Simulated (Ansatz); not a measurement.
Geometry optimisation, Ansatz 0.2.0, RKS revPBE-D4/def2-SVP.

input.yaml

```yaml
crystal:
  periodic: [false, false, false]
  atoms:
    - { symbol: Si, position_ang: [-0.046181, 0.125459, -0.000989] }
    - { symbol: S, position_ang: [1.485912, -0.692312, -1.304232] }
    - { symbol: S, position_ang: [-1.096908, 1.495524, -1.291625] }
    - { symbol: H, position_ang: [-0.097522, 1.266045, -2.192036] }
    - { symbol: "N", position_ang: [0.703307, 0.944887, 1.338895] }
    - { symbol: "N", position_ang: [-1.110551, -1.054716, 0.663584] }
    - { symbol: H, position_ang: [0.622768, -1.440089, -2.061271] }
    - { symbol: H, position_ang: [1.299975, 0.371193, 1.948431] }
    - { symbol: H, position_ang: [1.173217, 1.832866, 1.138728] }
    - { symbol: H, position_ang: [-1.157546, -1.263741, 1.660483] }
    - { symbol: H, position_ang: [-1.77647, -1.585216, 0.100032] }
basis:
  gaussian: { orbitals: def2-SVP }
hamiltonian:
  xc: revpbe
  dispersion: d4
relax:
  f_tol: 0.03
  max_steps: 50
```

Run as:

```bash
$ ansatz run input.yaml --threads 2 --pin off --max-ram 3072MiB --backend cpu --events-out ev --progress --plain --runs-dir out
```

Question: Where does it end, and by what steps?

Answer: It converged. After 21 steps the energy has fallen by 0.225 eV; H8 moved furthest, 1.30 Å.

```tsv
step	energy less start (eV)	largest force component (eV/Å)	accepted
0	0.0000	0.396	yes
1	-0.0497	0.315	yes
2	-0.0631	0.181	yes
3	-0.0765	0.321	yes
4	-0.0917	0.131	yes
5	-0.0926	0.214	yes
6	-0.0999	0.284	yes
7	-0.1210	0.170	yes
8	-0.1385	0.194	yes
9	-0.1350	0.605	no
10	-0.1461	0.063	yes
11	-0.1538	0.064	yes
12	-0.1641	0.060	yes
13	-0.1430	1.089	no
14	-0.1712	0.091	yes
15	-0.1766	0.280	yes
16	-0.1808	0.689	yes
17	-0.1955	0.543	yes
18	-0.2097	0.208	yes
19	-0.1578	0.548	no
20	-0.2251	0.070	yes
21	-0.2255	0.014	yes
```

```xyz
11
Properties=species:S:1:pos:R:3
Si -0.001 0.001 0.005
S 1.542 -1.144 -1.025
S -1.036 1.204 -1.488
H 0.091 1.395 -2.229
N 0.915 0.731 1.282
N -1.333 -0.779 0.794
H 0.787 -1.297 -2.147
H 1.818 1.155 1.055
H 0.402 1.313 1.951
H -1.113 -1.394 1.583
H -2.073 -1.185 0.217
```

Whether the end is a true minimum wasn't checked by a vibrational analysis.

Time of the run: 39 s on 2 threads of Intel(R) Xeon(R) CPU @ 2.80GHz (Skylake/Cascade Lake), with other jobs on the host, peak memory 0.18 GiB.
